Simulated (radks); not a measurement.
Question: Radial electron density D(r) = 4 pi r^2 rho(r) of an atom or ion with 33 electrons. Calculated with a radial shooting solver on a logarithmic mesh with Libxc functionals: non-relativistic Kohn-Sham, PBE, spin-unpolarised, spherical densities, point nucleus.

```
   r/bohr * D(r) (the largest magnitude, 49.2, reaches the edge; | marks zero)
 0.004342 |    *
 0.004934 |      *
 0.005653 |       *
 0.006477 |         *
 0.007421 |            *
 0.008502 |              *
  0.00974 |                  *
  0.01107 |                     *
  0.01268 |                         *
  0.01453 |                             *
  0.01665 |                                 *
  0.01907 |                                     *
  0.02185 |                                         *
  0.02483 |                                           *
  0.02845 |                                             *
   0.0326 |                                             *
  0.03735 |                                             *
  0.04279 |                                           *
  0.04863 |                                        *
  0.05572 |                                      *
  0.06383 |                                     *
  0.07313 |                                      *
  0.08378 |                                        *
  0.09599 |                                            *
   0.1091 |                                                 *
    0.125 |                                                     *
   0.1432 |                                                      *
   0.1641 |                                                    *
    0.188 |                                              *
   0.2153 |                                       *
   0.2448 |                                 *
   0.2804 |                             *
   0.3213 |                             *
   0.3681 |                               *
   0.4217 |                                   *
   0.4793 |                                    *
   0.5491 |                                  *
   0.6291 |                            *
   0.7207 |                     *
   0.8257 |               *
    0.946 |         *
    1.075 |      *
    1.232 |    *
    1.411 |   *
    1.617 |   *
    1.852 |  *
    2.122 |  *
    2.412 | *
    2.763 |*
    3.166 |*
    3.627 *
    4.156 *
    4.761 *
    5.411 *
      6.2 *
    7.103 *
```

What is the nuclear charge?

Answer: Z = 34. The innermost maximum, from 1s, lies near 1/Z = 0.0294 bohr (found: 0.0321), and its height grows with Z. The density is that of the selenium ion Se+ in [Ar] 3d10 4s2 4p3; the configuration itself is not fixed sharply by these data, and Z only to about a unit. D(r) has 3 maxima, at r = 0.0321, 0.141, 0.475 bohr, and minima at 0.0659, 0.301 bohr, inside which lie 2.08, 11.05 electrons.
